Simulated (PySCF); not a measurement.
NMR data simulated for an unnamed compound:

¹H NMR (600 MHz, computed): δ 1.49 (m, 6H), 0.54 (m, 3H), 0.50 (m, 3H).

¹³C{¹H} NMR (computed): δ 133.4 (C), 35.4 (CH3), 32.4 (CH3), 23.6 (CH3).

Method: σ from GIAO-PBE0/pcSseg-1, PBE0-D3(BJ)/def2-SVP geometry, in PySCF 2.14.0 with density-fitted response routines (non-relativistic, no solvent, averaged over atoms made equivalent by symmetry, fast rotation or ring inversion, one conformer).

δ = σ(ref) − σ, references computed at the same level: ¹H (σ = 31.27 ppm) and ¹³C (σ = 184.41 ppm) against TMS.

Which of these does the molecule contain: a non-aromatic C=C double bond, an N-methyl group, a CF3 group, a Si–H bond?

## Answers


- A non-aromatic C=C double bond: no.
- An N-methyl group: no.
- A CF3 group: yes (δC 133.4).
- A Si–H bond: no.

The data belong to SMILES C[P@TB4](C)(C)(C)C(F)(F)F, C5H12F3P; they needn't prove each group on their own.

Carbon signals by region: 1 in the sp2 and nitrile region (100–160 ppm), 3 below 50 ppm.

Splittings by ¹⁹F and ³¹P in the carbon and heteronuclear signals aren't shown, as no couplings were computed. Shifts are as computed. Against solution values, carbons near 30 ppm lie about +2 ppm off and those near 130 ppm about +5 ppm. Of 1313 compounds with measured shifts, 239 miss one by over three times the rms of a fit or turn the order of signals round; such compounds aren't used in these exercises. Multiplicities follow the n + 1 count of equivalent neighbours, as no J values were calculated; m marks all less simple cases, F and P coupling included.
